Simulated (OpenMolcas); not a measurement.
# Kr⁴⁺: effect of the basis set

| Quantity | Value |
| --- | --- |
| Program | OpenMolcas |
| Method | SS-CASPT2, IPEA 0.25 Eh, imaginary shift 0.1 Eh (closed shells correlated: 3d) |
| Active space | 4 electrons in 8 orbitals (4s 4p 5s 5p) |
| State averaging | 2S+1 = 3 even, 3 roots; 2S+1 = 1 even, 11 roots; 2S+1 = 5 odd, 1 root; 2S+1 = 3 odd, 9 roots; 2S+1 = 1 odd, 8 roots |
| Spin-orbit coupling | state interaction with AMFI integrals over the reference wave functions, term energies averaged over their components |

A. ANO-RCC-VTZP [6s5p3d1f], DKH2, point nucleus; CASPT2 step of the order of 8 core-seconds
B. ANO-RCC-VQZP [7s6p4d2f1g], DKH2, point nucleus; CASPT2 step roughly 17 core-seconds
C. ANO-R2 [6s5p4d3f1g], X2C, finite nucleus; CASPT2 step about 15 core-seconds
D. ANO-RCC [9s8p6d4f2g], DKH2, point nucleus; CASPT2 step about 40 core-seconds

Energies in cm-1 above 4s2 4p2 3P0, the measured ground level; measured values from Saloman, J. Phys. Chem. Ref. Data 36, 215 (2007).

| Level | A | B | C | D | Measured |
| --- | --- | --- | --- | --- | --- |
| 4s2 4p2 3P0 | 0.0 | 0.0 | 0.0 | 0.0 | 0.0 |
| 4s2 4p2 3P1 | 3280 | 3250 | 3270 | 3260 | 3743 |
| 4s2 4p2 3P2 | 6900 | 6800 | 6840 | 6830 | 7595 |
| 4s2 4p2 1D2 | 19580 | 19170 | 19120 | 19180 | 19723 |
| 4s2 4p2 1S0 | 38730 | 38410 | 39130 | 38670 | 39204 |
| 4s 4p3 5S* 2 | 92040 | 93140 | 94830 | 94160 |  |
| 4s 4p3 3D* 1 | 125540 | 125310 | 125550 | 125510 | 129658 |
| 4s 4p3 3D* 2 | 125660 | 125430 | 125690 | 125630 | 129779 |
| 4s 4p3 3D* 3 | 126600 | 126360 | 126650 | 126580 | 131016 |
| 4s 4p3 3P* 0 | 146870 | 146420 | 146620 | 146610 | 147925 |
| 4s 4p3 3P* 1 | 147250 | 146780 | 146970 | 146970 | 148287 |
| 4s 4p3 3P* 2 | 147930 | 147450 | 147620 | 147630 | 148668 |
| 4s 4p3 1D* 2 | 175830 | 174050 | 170980 | 172910 | 163387 |
| 4s 4p3 3S* 1 | 188540 | 186610 | 182120 | 184980 | 185064 |
| 4s 4p3 1P* 1 | 197850 | 195920 | 192490 | 194640 | 194041 |

Deviations, from unrounded energies. A percentage is the sum of absolute deviations over the sum of measured energies, with the sign that they share, or ± where signs differ.

```tsv
Against measurement	Levels	A	B	C	D
mean absolute deviation (cm-1)	13	2800	2600	2300	2200
fine structure of the ground term (%)	2	-10.2	-11.4	-10.8	-11.0
other terms of the ground configuration (%)	2	-1.0	-2.3	-1.2	-1.8
other configurations (%)	9	±2.6	±2.3	±2.1	±1.9
```

C, D lie about equally close to measurement and A furthest from it. The largest miss of D in the table is 4s 4p3 1D* 2, by +9500 cm-1. The ranking rests on the paired levels alone, and a cruder setting can come out closer through cancelling errors.

The two smallest mean deviations differ by little beside CASPT2's spread within terms, so their order carries little weight.

Among A to D the level of the table that moves most is 4s 4p3 3S* 1, by 6400 cm-1 (lowest in C, highest in A). Moves below CASPT2's spread within the term are not significant.

CASPT2 breaks the degeneracy within a term, and the mean is taken; among the terms shown or strongly mixed into the levels shown the widest spread is 1200 cm-1 (4s 4p3 1D*, A). Over all roots computed the reference weight is 0.86 to 0.99 in A, 0.86 to 0.98 in B, 0.85 to 0.97 in C, 0.85 to 0.98 in D; the roots of lowest weight are the least certain, and an intruder state may touch them. Active for correlation alone: 5p 5s; no level in the range computed is led by a configuration that fills them, so any true level of that kind is missing. Terms of s pⁿ other than that of highest spin mix with s² pⁿ⁻² d, which this space lacks; all of them can be thousands of cm-1 off, and some have no real level of that name. Computed and measured levels are paired by configuration, term and J; levels that our copy of the source lacks, or whose pairing is in doubt (as where it misses far off the trend of its configuration), stay unpaired and out of the deviations. Levels of configurations outside the active space are missing. Levels that lie high or do not pair safely by name in every column are left out.

* marks odd parity.
